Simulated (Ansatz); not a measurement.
Ge(OH)Me3 (C3H10GeO), relaxed as a singlet with RKS PBE0-D4/def2-SVP in Ansatz, starting from the GFN2-xTB geometry. Force threshold 0.02 eV/Å.

Start:

```xyz
15

C     0.629   -1.622    0.801
C     0.429    0.282   -1.915
C    -1.643    0.759    0.633
Ge    0.169    0.166    0.043
O     1.352    1.336    0.645
H     1.427    1.423    1.592
H     0.014   -2.396    0.355
H     0.471   -1.642    1.876
H     1.671   -1.857    0.604
H    -0.290   -0.336   -2.445
H     1.429   -0.046   -2.180
H     0.312    1.310   -2.243
H    -1.816    1.789    0.334
H    -1.741    0.695    1.713
H    -2.413    0.139    0.187
```

Q: Estimate the energy that the relaxation releases and the steps that it takes.

A: 0.10 eV, in 6 steps; 13 s on 4 threads of Arm Neoverse V2 on a shared host. No frequencies were taken in this run, so the end may be a saddle point.

Q: Does the start keep its bonding?

A: By distances, no bond broke or formed. The bond that changes most is C3–Ge4, from 2.00 to 1.95 Å (atoms count from 1).

Q: Predict the relaxed structure.

A: 
```xyz
15

C     0.606   -1.588    0.765
C     0.418    0.272   -1.862
C    -1.600    0.741    0.606
Ge    0.191    0.186    0.063
O     1.395    1.367    0.678
H     1.407    1.426    1.639
H    -0.076   -2.339    0.337
H     0.501   -1.619    1.860
H     1.637   -1.869    0.507
H    -0.297   -0.392   -2.371
H     1.437   -0.033   -2.139
H     0.256    1.300   -2.216
H    -1.807    1.762    0.253
H    -1.709    0.723    1.701
H    -2.357    0.065    0.178
```
Bond lengths: 3 × C–Ge 1.94 to 1.95 Å; 1 × Ge–O 1.79 Å; 9 × C–H 1.10 Å; 1 × H–O 0.96 Å.
